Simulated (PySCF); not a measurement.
# Vibration and rotation of BeAl⁻

ROHF-CCSD(T) constants of BeAl⁻, ³Σ⁻ (triplet), unpaired electrons π ↑↑ (PySCF, spin-free X2C with a Gaussian nucleus, basis sets Be aug-cc-pVDZ-DK, Al aug-cc-pVDZ-DK; masses 9.0122 and 26.9815 u):

```
ωe              : 431.9 cm⁻¹
ωexe            : 4.98 cm⁻¹
Be              : 0.45213 cm⁻¹
αe              : 0.00611 cm⁻¹
D (centrifugal) : 1.98e-06 cm⁻¹
De to Be + Al⁻  : 1.10 eV
```

Give the vibrational terms G(v) and spacings up to v = 6.

G(v) = ωe(v+½) − ωexe(v+½)².

| v | G(v) (cm⁻¹) | G(v) − G(v−1) | Bv (cm⁻¹) |
| --- | --- | --- | --- |
| 0 | 214.7 |  | 0.4491 |
| 1 | 636.6 | 421.9 | 0.4430 |
| 2 | 1048.6 | 412.0 | 0.4369 |
| 3 | 1450.6 | 402.0 | 0.4307 |
| 4 | 1842.7 | 392.1 | 0.4246 |
| 5 | 2224.8 | 382.1 | 0.4185 |
| 6 | 2596.9 | 372.1 | 0.4124 |

How well does the Morse estimate ωe²/(4ωexe) reproduce De, and what is D0?

It gives 1.16 eV, 106 % of the computed De. D0 = De − G(0) = 1.10 − 0.03 = 1.07 eV.

Correlated steps freeze 5 core orbitals. Correlated levels converge slowly with the basis: in double zeta they bind strong bonds too weakly, by up to about 1 eV, and carry superposition errors of some tenths. For an ion De counts to the pair picked by the measured ionisation energies or electron affinities, which need not be the lowest pair at this level. The state was picked by a PBE0 search and need not be the measured ground state.
